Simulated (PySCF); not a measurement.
# `OC[C@@H]1C[AsH][AsH]1`, C₃H₈As₂O

Molfile (atoms numbered from 1):
```
C3H8As2O
     RDKit          3D

 14 14  0  0  0  0  0  0  0  0999 V2000
    1.9688   -0.5621   -1.2809 O   0  0  0  0  0  0  0  0  0  0  0  0
    1.3255   -0.6534   -0.0284 C   0  0  0  0  0  0  0  0  0  0  0  0
    0.1595    0.3220    0.0432 C   0  0  2  0  0  0  0  0  0  0  0  0
   -0.9037    0.0255    1.0937 C   0  0  0  0  0  0  0  0  0  0  0  0
   -2.5417    0.6687    0.1560 As  0  0  0  0  0  3  0  0  0  0  0  0
   -0.9280    0.3376   -1.6442 As  0  0  0  0  0  3  0  0  0  0  0  0
    2.3808    0.3064   -1.3505 H   0  0  0  0  0  0  0  0  0  0  0  0
    0.9544   -1.6811    0.0295 H   0  0  0  0  0  0  0  0  0  0  0  0
    2.0432   -0.4965    0.7917 H   0  0  0  0  0  0  0  0  0  0  0  0
    0.5517    1.3392    0.1935 H   0  0  0  0  0  0  0  0  0  0  0  0
   -0.7003    0.4727    2.0721 H   0  0  0  0  0  0  0  0  0  0  0  0
   -0.9986   -1.0560    1.2386 H   0  0  0  0  0  0  0  0  0  0  0  0
   -2.1420    2.1355    0.2622 H   0  0  0  0  0  0  0  0  0  0  0  0
   -1.1702   -1.1590   -1.5986 H   0  0  0  0  0  0  0  0  0  0  0  0
  1  2  1  0
  2  3  1  0
  3  4  1  0
  4  5  1  0
  5  6  1  0
  6  3  1  0
  1  7  1  0
  2  8  1  0
  2  9  1  0
  3 10  1  1
  4 11  1  0
  4 12  1  0
  5 13  1  0
  6 14  1  0
M  END
```

Level of theory: TDDFT B3LYP/aug-cc-pVDZ circular dichroism and optical rotation, one conformer, gas phase in PySCF 2.14.0. Geometry: GFN2-xTB.

The molecule is flexible and this is one conformer; a measurement averages over conformers. The calculation is non-relativistic, which matters for the atoms heavier than Zn.

Stereocentres: C3 R.

(1) Give the optical rotatory dispersion at 633, 589.3, 546, 436, 405, 365, 355 nm.

(2) And for the mirror image at 589.3 nm?

(3) What is the molar rotation [Φ] = [α]·M/100 of the geometry above at 589.3 nm?

Answers

(1) [α] in deg dm⁻¹ (g/mL)⁻¹:
| λ (nm) | origin-invariant length gauge | modified velocity gauge | length gauge (centre of mass) | isotropic polarisability (au) |
| --- | --- | --- | --- | --- |
| 633 | +223.5 | +223.5 | +223.5 | 110.9 |
| 589.3 | +266.7 | +266.7 | +266.7 | 111.7 |
| 546 | +324.4 | +324.4 | +324.4 | 112.7 |
| 436 | +616.3 | +615.8 | +616.2 | 117.0 |
| 405 | +785.5 | +784.6 | +785.4 | 119.2 |
| 365 | +1157.8 | +1155.8 | +1157.7 | 123.2 |
| 355 | +1300.6 | +1298.1 | +1300.5 | 124.6 |

(2) -266.7 deg dm⁻¹ (g/mL)⁻¹ (origin-invariant length gauge): the same size and the opposite sign.

(3) With M = 209.94 g/mol, +560.0 deg cm² dmol⁻¹ (origin-invariant length gauge).

The first excitation lies at 4.89 eV (254 nm) with R = -1.0 × 10⁻⁴⁰ esu² cm² (velocity form).
